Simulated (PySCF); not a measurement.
Species: C4H4F2O.
Cartesian coordinates in Å at the GFN2-xTB level; atoms count from 1:
```xyz
11
C4H4F2O angstrom
C     -1.7426    0.2006    0.1745
C     -0.2840    0.4464    0.1094
C      0.6333   -0.4914   -0.1464
F      0.2731   -1.7723   -0.3668
C      2.0810   -0.2842   -0.2230
O      2.9475   -1.0547   -0.4404
F      2.3857    1.0342    0.0038
H     -1.9779   -0.8436   -0.0113
H     -2.1193    0.4878    1.1558
H     -2.2515    0.8237   -0.5606
H      0.0601    1.4561    0.2790
```

The closed-shell ground state was solved at several levels (PySCF, density fitting, gas phase, non-relativistic).

```
        level  basis functions  HOMO (eV)  LUMO (eV)  gap (eV)  dipole (D)
  B3LYP/pcJ-1              229      -8.05      -2.23      5.82        4.15
PBE0/pcSseg-1              139      -8.28      -2.02      6.26        4.15
```

Question: Estimate the row for PBE0/def2-SVPD, a basis of 181 functions; the other rows only guide the guess.

Answer: HOMO -8.36 eV, LUMO -2.14 eV, gap 6.22 eV, dipole 4.30 D.

Question: Over all these levels, which gives the widest orbital gap and which the narrowest?

Answer: PBE0/pcSseg-1 (global hybrid, 25 % exact exchange) has the widest, 6.26 eV, and B3LYP/pcJ-1 (global hybrid, 20 % exact exchange) the narrowest, 5.82 eV. Functional and basis both differ between the two, so the spread mixes both effects.

Question: How far do the dipole and the HOMO energy spread over the levels?

Answer: The dipole runs from 4.15 to 4.30 D (mean 4.20 D) and the HOMO from -8.36 to -8.05 eV.

One conformer stands for the species.
